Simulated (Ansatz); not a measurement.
Start from `C[SiH2]S[SiH](Cl)Cl` and change one atom or group to get `C[SiH2]S[SiH](C)Cl`.

Ansatz, PBE0-D4/def2-TZVP geometries, multiplicity 1. Each molecule was computed in one conformer, which needn't be the lowest.

```tsv
property	`C[SiH2]S[SiH](Cl)Cl`
HOMO energy (PBE/def2-TZVPP) / eV	-6.62
HOMO energy (PBE0/def2-TZVPP) / eV	-7.83
LUMO energy (B3LYP/def2-TZVPP) / eV	-0.48
LUMO energy (PBE0/def2-TZVPP) / eV	-0.30
LUMO energy (ωB97M-V/def2-TZVPP) / eV	1.58
size of the dipole moment (ωB97M-V/def2-TZVPP) / D	1.11
```

Problem. What does the change do to each property? (An estimate is asked.)

Solution. The calculation gave: 
| property | `C[SiH2]S[SiH](C)Cl` | shift |
| --- | --- | --- |
| HOMO energy (PBE/def2-TZVPP) / eV | -6.28 | 0.34 |
| HOMO energy (PBE0/def2-TZVPP) / eV | -7.48 | 0.35 |
| LUMO energy (B3LYP/def2-TZVPP) / eV | 0.07 | 0.55 |
| LUMO energy (PBE0/def2-TZVPP) / eV | 0.27 | 0.57 |
| LUMO energy (ωB97M-V/def2-TZVPP) / eV | 2.08 | 0.50 |
| size of the dipole moment (ωB97M-V/def2-TZVPP) / D | 1.14 | 0.03 |

With PBE0 the HOMO rises by 0.35 eV and the LUMO rises by 0.57 eV, so the gap widens by about 0.22 eV. PBE moves the HOMO by 0.34 eV and ωB97M-V by 0.34 eV. Dipoles are sizes alone; their direction can turn.

B3LYP here is the variant with VWN-RPA as its local correlation; programs differ in this.
